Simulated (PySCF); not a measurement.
C₂H₃Cl₂Ga. Atoms are numbered in the order given.

```xyz
8

Ga     0.1331     0.0620     0.0000
Cl     0.6240     2.1455     0.0000
Cl    -1.9642    -0.3956     0.0000
C      1.4191    -1.3724     0.0000
C      1.0012    -2.6483     0.0000
H      2.4931    -1.1481     0.0000
H      1.7071    -3.4890     0.0000
H     -0.0644    -2.9089     0.0000
```

The structure is a stationary point at r2SCAN-D4/def2-SVP. The structure was generated by enumeration; whether it is a known compound was not checked. The values are those of a single conformer.

The numbers are results of PySCF with PBE/def2-TZVP, not measurements.

ESP charges are fitted to the potential on shells at 1.4 to 2.0 van der Waals radii. Atomic charges (e):

```
atom  Mulliken  ESP fit
----  --------  -------
Ga1       0.47        ?
Cl2      -0.24    -0.23
Cl3      -0.25    -0.22
C4       -0.18        ?
C5       -0.22    -0.32
H6        0.14        ?
H7        0.13     0.18
H8        0.14     0.15
```

Q: What belongs in the gaps? (Estimate from the structure and the level; the computed values follow.)

A: 
- Ga1, ESP fit: 0.49
- C4, ESP fit: -0.17
- H6, ESP fit: 0.12
